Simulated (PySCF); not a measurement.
# Working out the excitation energy of C(2+)

C(2+) [He] 2s2 (1S) → C(2+) [He] 2s1 2p1 (3P). Calculation: PySCF 2.14, in aug-cc-pwCVDZ (5s4p2d, 27 functions); no relativity, point nucleus. Frozen: nothing. Energies in hartree (1 hartree = 27.21139 eV):

```tsv
part	C(2+) (lower)	C(2+) (upper)
UHF	-36.405150	-36.231087
MP2 opposite-spin	-0.066848	-0.025043
MP2 same-spin	-0.001615	-0.003908
```

**Question.** What does Hartree-Fock give?

**Answer.** (-36.231087) − (-36.405150) = 0.174063 hartree = 4.736 eV.

**Question.** What do MP2 and SCS-MP2 (6/5 opposite-spin, 1/3 same-spin) give?

**Answer.** The opposite-spin parts differ by 1.138 eV and the same-spin parts by -0.062 eV. MP2: 4.736 + (1.138) + (-0.062) = 5.812 eV. SCS-MP2: 4.736 + 1.2 × (1.138) + (-0.062)/3 = 6.081 eV.

A double-zeta basis recovers only part of the correlation energy.
